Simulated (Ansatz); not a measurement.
`[F][Sn][Cl]` + CH₃OH → `C[O][Sn][Cl]` + H–F at 400 K and 1 bar (ligand exchange at the Sn–F bond).

Calculated with Ansatz (gas phase, PBE0-D4/def2-TZVP geometries, no zero-point term in ΔE). CCSD(T)/CBS adds triple-zeta CCSD(T) − MP2 to the extrapolated MP2 energy (def2 sets, frozen cores). This one scheme is used for every species. Elements past krypton have def2 core potentials. For Sn outer-core shells are correlated without core-valence functions, which leaves a few kJ/mol of doubt a bond. One conformer a species, not always the lowest.

```json
{"species": "`[F][Sn][Cl]`", "CCSD(T)/CBS energy (Eh)": "-773.69640", "H − E (kJ/mol)": "25.0", "S (J/(mol·K))": "315.5"}
{"species": "CH₃OH", "CCSD(T)/CBS energy (Eh)": "-115.61712", "H − E (kJ/mol)": "151.2", "S (J/(mol·K))": "252.6"}
{"species": "`C[O][Sn][Cl]`", "CCSD(T)/CBS energy (Eh)": "-788.90874", "H − E (kJ/mol)": "138.3", "S (J/(mol·K))": "369.9"}
{"species": "H–F", "CCSD(T)/CBS energy (Eh)": "-100.39570", "H − E (kJ/mol)": "36.5", "S (J/(mol·K))": "182.2"}
```

H − E and S are ideal-gas, rigid-rotor, harmonic terms from PBE0-D4/def2-TZVP, for one conformer and one mirror image of each species. 1 Eh = 2625.50 kJ/mol, R = 8.31446 J/(mol·K).

By hand: ΔE, ΔH, ΔS and ΔG.

ΔE = (-788.90874) + (-100.39570) − (-773.69640) − (-115.61712) = 0.00908 Eh = 23.8 kJ/mol. Δ(H − E) = 138.3 + 36.5 − 25.0 − 151.2 = -1.4, so ΔH = 22.4 kJ/mol. ΔS = 369.9 + 182.2 − 315.5 − 252.6 = -16.0 J/(mol·K). ΔG = 22.4 − 400 × (-16.0)/1000 = 28.8 kJ/mol.

By hand: the equilibrium constant, and the temperature at which ΔG would vanish if ΔH and ΔS stayed fixed.

log₁₀ K = −ΔG/(RT ln 10) = -3.8. ΔH and −TΔS have one sign here, so there is no such temperature.

ΔH outweighs TΔS. A doubt of 5 kJ/mol in ΔE shifts log₁₀ K by 0.7 here. Other conformers and mirror images would add mixing entropy, several J/(mol·K) or more a flexible species. These are equilibria of isolated gas molecules and say nothing of rates. Largest T1 diagnostic: 0.017 (customary marks: 0.02 for closed shells, 0.045 for open ones).
